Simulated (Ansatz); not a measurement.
Geometry optimisation of the cluster Na₈Li⁻.

```yaml
crystal:
  periodic: [false, false, false]
  atoms:
    - {symbol: Li, position_ang: [1.855900, 1.814500, 1.259000]}
    - {symbol: Na, position_ang: [4.892100, 3.447300, 0.719400]}
    - {symbol: Na, position_ang: [1.967900, 4.708100, 1.524600]}
    - {symbol: Na, position_ang: [1.233800, -0.150900, 3.698700]}
    - {symbol: Na, position_ang: [0.583400, 2.538700, -2.202100]}
    - {symbol: Na, position_ang: [0.000000, 0.000000, 0.000000]}
    - {symbol: Na, position_ang: [2.987900, 0.248100, -1.547600]}
    - {symbol: Na, position_ang: [2.951300, 4.804500, -1.619300]}
    - {symbol: Na, position_ang: [-0.751100, 3.314000, 0.897400]}
basis:
  gaussian: {orbitals: def2-SVPD}
total_charge: -1
hamiltonian: {xc: r2scan}
scf: {lower_state_search: "off"}
output: {orbitals: {seedname: orbitals}}
relax: {f_tol: 0.02, max_steps: 100}
```

```sh
$ ansatz run in.yaml --threads 4 --pin off --events-out ev --progress --plain --max-ram 4787MiB
```

It prints (some lines left out):

```
Functional definition: r2SCAN
mean field -35516.13978975 eV, -1305.1940635692 hartree, gradient 9.9e-6 eV, S^2 0.000000; 0 other end points of the search recorded, 0 dependent functions left out
relax step   1: F+E_penalty+E_count = -35516.13978975 eV  Δ(F+E_penalty+E_count) = +0.000e0 eV  max|allowed force component| = 3.754e-1 eV/Å  Δτ_max = 0.0000 Å  (23 SCF iters, accepted)
mean field -35516.38585757 eV, -1305.2031063947 hartree, gradient 2.6e-6 eV, S^2 0.000000; 0 other end points of the search recorded, 0 dependent functions left out
relax step   2: F+E_penalty+E_count = -35516.38585757 eV  Δ(F+E_penalty+E_count) = -2.461e-1 eV  max|allowed force component| = 2.614e-1 eV/Å  Δτ_max = 0.1930 Å  (34 SCF iters, accepted)
mean field -35516.57163068 eV, -1305.2099334306 hartree, gradient 3.4e-6 eV, S^2 0.000000; 0 other end points of the search recorded, 0 dependent functions left out
relax step   3: F+E_penalty+E_count = -35516.57163068 eV  Δ(F+E_penalty+E_count) = -1.858e-1 eV  max|allowed force component| = 1.930e-1 eV/Å  Δτ_max = 0.1962 Å  (28 SCF iters, accepted)
mean field -35516.68862937 eV, -1305.2142330530 hartree, gradient 2.8e-6 eV, S^2 0.000000; 0 other end points of the search recorded, 0 dependent functions left out
relax step   4: F+E_penalty+E_count = -35516.68862937 eV  Δ(F+E_penalty+E_count) = -1.170e-1 eV  max|allowed force component| = 1.346e-1 eV/Å  Δτ_max = 0.1965 Å  (27 SCF iters, accepted)
mean field -35516.77358019 eV, -1305.2173549381 hartree, gradient 1.4e-6 eV, S^2 0.000000; 0 other end points of the search recorded, 0 dependent functions left out
relax step   5: F+E_penalty+E_count = -35516.77358019 eV  Δ(F+E_penalty+E_count) = -8.495e-2 eV  max|allowed force component| = 1.153e-1 eV/Å  Δτ_max = 0.2000 Å  (28 SCF iters, accepted)
mean field -35516.84853816 eV, -1305.2201095928 hartree, gradient 1.8e-6 eV, S^2 0.000000; 0 other end points of the search recorded, 0 dependent functions left out
relax step   6: F+E_penalty+E_count = -35516.84853816 eV  Δ(F+E_penalty+E_count) = -7.496e-2 eV  max|allowed force component| = 6.955e-2 eV/Å  Δτ_max = 0.1947 Å  (27 SCF iters, accepted)
mean field -35516.89965433 eV, -1305.2219880775 hartree, gradient 2.2e-6 eV, S^2 0.000000; 0 other end points of the search recorded, 0 dependent functions left out
relax step   7: F+E_penalty+E_count = -35516.89965433 eV  Δ(F+E_penalty+E_count) = -5.112e-2 eV  max|allowed force component| = 4.807e-2 eV/Å  Δτ_max = 0.2000 Å  (27 SCF iters, accepted)
mean field -35516.93186604 eV, -1305.2231718358 hartree, gradient 1.7e-6 eV, S^2 0.000000; 0 other end points of the search recorded, 0 dependent functions left out
relax step   8: F+E_penalty+E_count = -35516.93186604 eV  Δ(F+E_penalty+E_count) = -3.221e-2 eV  max|allowed force component| = 3.728e-2 eV/Å  Δτ_max = 0.1933 Å  (27 SCF iters, accepted)
mean field -35516.94050832 eV, -1305.2234894338 hartree, gradient 3.3e-6 eV, S^2 0.000000; 0 other end points of the search recorded, 0 dependent functions left out
relax step   9: F+E_penalty+E_count = -35516.94050832 eV  Δ(F+E_penalty+E_count) = -8.642e-3 eV  max|allowed force component| = 2.447e-2 eV/Å  Δτ_max = 0.1425 Å  (24 SCF iters, accepted)
mean field -35516.94470409 eV, -1305.2236436256 hartree, gradient 3.1e-6 eV, S^2 0.000000; 0 other end points of the search recorded, 0 dependent functions left out
relax step  10: F+E_penalty+E_count = -35516.94470409 eV  Δ(F+E_penalty+E_count) = -4.196e-3 eV  max|allowed force component| = 1.461e-2 eV/Å  Δτ_max = 0.1116 Å  (23 SCF iters, accepted)
mean field -35516.94853601 eV, -1305.2237844461 hartree, gradient 3.5e-6 eV, S^2 0.000000; 0 other end points of the search recorded, 0 dependent functions left out
relax step  11: F+E_penalty+E_count = -35516.94853601 eV  Δ(F+E_penalty+E_count) = -3.832e-3 eV  max|allowed force component| = 1.874e-2 eV/Å  Δτ_max = 0.1741 Å  (23 SCF iters, accepted)
mean field -35516.95377102 eV, -1305.2239768291 hartree, gradient 7.7e-6 eV, S^2 0.000000; 0 other end points of the search recorded, 0 dependent functions left out
relax step  12: F+E_penalty+E_count = -35516.95377102 eV  Δ(F+E_penalty+E_count) = -5.235e-3 eV  max|allowed force component| = 2.177e-2 eV/Å  Δτ_max = 0.1921 Å  (24 SCF iters, accepted)
mean field -35516.96068540 eV, -1305.2242309278 hartree, gradient 1.2e-6 eV, S^2 0.000000; 0 other end points of the search recorded, 0 dependent functions left out
relax step  13: F+E_penalty+E_count = -35516.96068540 eV  Δ(F+E_penalty+E_count) = -6.914e-3 eV  max|allowed force component| = 1.731e-2 eV/Å  Δτ_max = 0.1959 Å  (28 SCF iters, accepted)
mean field -35516.96671250 eV, -1305.2244524197 hartree, gradient 1.4e-6 eV, S^2 0.000000; 0 other end points of the search recorded, 0 dependent functions left out
relax step  14: F+E_penalty+E_count = -35516.96671250 eV  Δ(F+E_penalty+E_count) = -6.027e-3 eV  max|allowed force component| = 9.032e-3 eV/Å  Δτ_max = 0.1961 Å  (27 SCF iters, accepted)
Total energy: -35516.96672956 eV, -1305.2244530465 hartree
Atom 0 at     2.162980     1.886353     1.731616 Å, force     0.004872    -0.000646    -0.000350 eV/Å
Atom 1 at     4.462823     3.164152    -0.311254 Å, force    -0.003544    -0.004408     0.001682 eV/Å
Atom 2 at     1.873534     5.088290     0.975300 Å, force     0.003147     0.009032    -0.007566 eV/Å
Atom 3 at     0.700792    -0.665446     3.162900 Å, force     0.006015    -0.006218    -0.003894 eV/Å
Atom 4 at     1.165992     2.771099    -1.596577 Å, force    -0.002507    -0.003646    -0.000710 eV/Å
Atom 5 at    -0.300072    -0.064371    -0.228148 Å, force    -0.001773    -0.002613    -0.000313 eV/Å
Atom 6 at     3.190178    -0.239182    -0.299305 Å, force    -0.005705     0.005830     0.006886 eV/Å
Atom 7 at     3.275482     5.989451    -2.404022 Å, force     0.004355     0.003074     0.002789 eV/Å
Atom 8 at    -0.810508     2.793954     1.699590 Å, force    -0.004860    -0.000405     0.001476 eV/Å
Dipole moment:    -0.154125    -0.175028    -0.009032 e Å
Checks for a lower state left out: stability, starts, cluster_reference, orbital_swaps, neighbouring_geometries, increment
```

Hardware: 4 threads of Arm Neoverse V2 on a shared host. Wall time 100 s.

The restricted singlet is unstable towards broken spin symmetry in Hartree–Fock (as tested in another run); at r2SCAN/def2-SVPD this wasn't settled. The structure comes from a short search, and lower isomers may exist.
